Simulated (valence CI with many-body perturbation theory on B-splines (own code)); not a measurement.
**Basis-set convergence for Ni VII**

Computed by valence CI with perturbative core correlation (CI+MBPT): four valence electrons over a frozen Dirac-Fock core [Ar], a basis of 7 s, 7 p, 8 d, 6 f, 4 g, 1 h functions for each j, with the one-electron correlation potential Σ1, the two-electron term Σ2, the three-electron term Σ3, Breit, model QED; selected CI, second order for the rest, scaled by the run's own slope (own B-spline code, finite nucleus).

Set against measurement, 16 paired levels are off by 492 cm⁻¹ on average, the worst by 1294. These come from a selection out of Corliss and Sugar, J. Phys. Chem. Ref. Data 10, 197 (1981). Levels without a partner in it may be off by more, other configurations by 1,000 to 8,000 cm⁻¹. Only levels of the ground parity were solved; by the run's estimate the other parity begins above the list, which can be wrong where configurations are misplaced.

The reference run has the lowest level 3d4 5D_0 and an ionisation energy of 132.440 eV. Its largest variational space holds 17415 state functions.

Letters in brackets count levels of one name in rising energy.

Changed runs:
A. basis 6 s, 6 p, 5 d, 5 f, 1 g
B. basis 5 s, 5 p, 4 d, 4 f

Excitation energies of the reference run in cm⁻¹, and shifts in cm⁻¹:

| Level | Reference | A | B |
| --- | --- | --- | --- |
| 3d4 5D_1 | 278 | -2.5 | -2.9 |
| 3d4 5D_2 | 799 | -6.7 | -7.9 |
| 3d4 5D_3 | 1510 | -6.4 | -7.6 |
| 3d4 5D_4 | 2374 | -7.6 | -7.8 |
| 3d4 3P_0 [a] | 30409 | +425 | +955 |
| 3d4 3H_4 | 30421 | +202 | +834 |
| 3d4 3H_5 | 31006 | +197 | +830 |
| 3d4 3H_6 | 31583 | +186 | +820 |
| 3d4 3P_1 [a] | 32143 | +415 | +952 |
| 3d4 3F_2 [a] | 33994 | +331 | +911 |
| 3d4 3F_3 [a] | 34007 | +326 | +916 |
| 3d4 3F_4 [a] | 34241 | +324 | +916 |
| Ionisation energy (eV) | 132.440 | -0.102 | -0.137 |
